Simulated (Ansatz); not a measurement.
CH$_{3}$BN$_{2}$. The species carries charge 0 and has multiplicity 1. The bonds changed during the relaxation, so this is another structure than the one it started from.

```json
{"atom": "B1", "x (Å)": "0.310", "y (Å)": "0.548", "z (Å)": "0.723"}
{"atom": "N2", "x (Å)": "-0.849", "y (Å)": "1.105", "z (Å)": "0.027"}
{"atom": "C3", "x (Å)": "-0.666", "y (Å)": "-0.037", "z (Å)": "-0.565"}
{"atom": "N4", "x (Å)": "0.042", "y (Å)": "-0.863", "z (Å)": "0.326"}
{"atom": "H5", "x (Å)": "1.306", "y (Å)": "1.052", "z (Å)": "1.132"}
{"atom": "H6", "x (Å)": "-0.885", "y (Å)": "-0.305", "z (Å)": "-1.603"}
{"atom": "H7", "x (Å)": "0.743", "y (Å)": "-1.500", "z (Å)": "-0.040"}
```

Q: List the harmonic frequencies (cm⁻¹, unscaled) at PBE0-D4/def2-TZVP in Ansatz. (Best estimate.)

A: Ansatz gave: 419, 715, 747, 890, 925, 929, 1030, 1066, 1157, 1261, 1324, 1562, 2701, 3104, 3528.

Q: Is this a minimum?

A: Yes, all 15 modes are real.

Q: Give the ideal-gas thermochemistry at 298.15 K and 1 bar (rigid rotor, harmonic oscillator; point group C1, symmetry number 1).

A: Zero-point energy 127.7 kJ/mol; H(298) − E = 139.6 kJ/mol; entropy 261.7 J/(mol·K), of which translation 158.6, rotation 94.4, vibration 8.8; G(298) − E = 61.6 kJ/mol.

Q: And at 400, 500, 600, 800 and 1000 K?

A: 
```tsv
T (K)	H − E (kJ/mol)	S (J/mol/K)	G − E (kJ/mol)
400	146.3	280.8	34.0
500	154.3	298.6	5.0
600	163.5	315.4	-25.7
800	184.6	345.6	-91.9
1000	208.1	371.8	-163.7
```

Q: Rotational constants (cm⁻¹)?

A: 0.6522, 0.4335, 0.2762.
